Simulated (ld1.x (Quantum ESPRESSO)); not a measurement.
**What one change does to a pseudopotential (silicon (Si), RRKJ)**

silicon (Si), norm-conserving RRKJ (Kleinman–Bylander form), made with ld1.x (Quantum ESPRESSO) 7.5 (PBE, scalar-relativistic). Core [Ne], reference 3s2 3p0 (charge +2). Waves: 3p (bound, empty): rc 1.45 bohr; 3d channel at 0.4 Ry: rc 1.60 bohr; 3s (bound): rc 1.70 bohr. Local part: the s channel. Core correction: a·sin(br)/r model core, default radius (core density twice the valence density). rho0 = 0.02.

Change: reference 3s2 3p1.5.

Cutoffs: the cutoffs (Ry, on a coarse ladder) from which the occupation-weighted sum of valence levels, in a spherical-Bessel basis at the reference potential, stays within 10 and 1 mRy of its value at 400 Ry; they do not see the model core or the augmentation charge, which bear on the density cutoff. Errors are all-electron minus pseudo energies relative to the spin-unpolarised reference configuration.

Question: What does the change do?

Answer: The potential gets harder (18 Ry and 40 Ry → 40 Ry and 55 Ry); the range in which the s phases agree widens (upper end 3.1 → 4.2); neither file shows a bound ghost.

| quantity | base | changed |
| --- | --- | --- |
| cutoff, loose | 18 Ry | 40 Ry |
| cutoff, tight | 40 Ry | 55 Ry |
| bound ghosts | none | none |
| largest error over its own tests, meV | +29 | +51 |
| s: phases at 1.85 bohr within 0.05 rad from the reference energy up to (Ry; the scan ends near 5) | 3.1 | 4.2 |
| p: phases at 1.85 bohr within 0.05 rad from the reference energy up to (Ry; the scan ends near 5) | 1.9 | 2.2 |
| d: phases at 1.85 bohr within 0.05 rad from the reference energy up to (Ry; the scan ends near 5) | to the end of the scan | to the end of the scan |

Base: The cutoffs count occupied waves only; the empty 3p level needs 35 Ry at the loose tolerance.
